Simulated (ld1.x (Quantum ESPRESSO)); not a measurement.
C, TM: configuration errors across variants

ld1.x (Quantum ESPRESSO) 7.5 input, shortened:

```
&input
   title='C', zed=6., rel=1, dft='PBE', iswitch=3,
   config='[He] 2s2 2p1 3d-2'
 /
 &inputp
   pseudotype=2, tm=.true., lloc=1,
   nlcc=.false.
 /
3
2S  1  0   2.00   0.00  0.85  0.85  0.0
3D  3  2  -2.00  -0.20  1.90  1.90  0.0
2P  2  1   1.00   0.00  2.15  2.15  0.0
 &test
   configts(1)='2s2 2p1'
 /
```

All-electron excitation energies from the reference (eV): (1) 2s2 2p2 -10.862; (2) 2s2 2p0 24.156; (3) 2s1 2p0 72.350; (4) 2s2 2p2.3 -12.020; (5) 2s2 2p1.5 -6.898; (6) 2s1 2p2 8.754; (7) 2s1 2p3 -2.384.

2 further variants failed, have other tests or another functional or relativity, and are left out.

Errors AE − PS in meV (a dash: test not solved or not reliable):

```tsv
change	(1)	(2)	(3)	(4)	(5)	(6)	(7)	bound ghosts
base	+16	+157	+433	+14	+9.3	+19	+88	none
wave 3d channel at -0.2 Ry: rc 1.90 bohr becomes 3d channel at -0.2 Ry: rc 2.32 bohr	+16	+157	+433	+14	+9.3	+19	+88	none
all radii scaled by about 0.93 (s 0.80, p 2.00, d 1.76 bohr)	+14	+129	+364	+13	+7.5	+26	+85	none
core correction a·sin(br)/r model core inside 0.72 bohr	+13	+146	+419	+9.1	+7.9	+4.5	+63	none
wave 2s (bound): rc 0.85 bohr becomes 2s (bound): rc 1.08 bohr	+14	+154	+432	+11	+8.6	+8.0	+70	none
type PAW; waves now 2s (bound): rcut 0.75, rcutus 0.85 bohr; 2s channel at -1.5 Ry: rcut 0.75, rcutus 0.85 bohr; 2p (bound): rcut 1.85, rcutus 2.15 bohr; 2p channel at 2.9 Ry: rcut 1.85, rcutus 2.15 bohr; 3d channel at -0.2 Ry: rcut 1.65, rcutus 1.90 bohr; local potential all-electron potential smoothed inside 1.95 bohr (lloc = -1); core correction a·sin(br)/r model core, default radius (ld1.x builds one for every PAW set, though the input has nlcc=.false.); augmentation PSQ, inside the norm-conserving radii	–	–	–	–	–	–	–	none
```

Q: Give the same row for: local potential the s channel.

A: +35, +169, +457, +43, +14, +19, +105; bound ghosts: none.
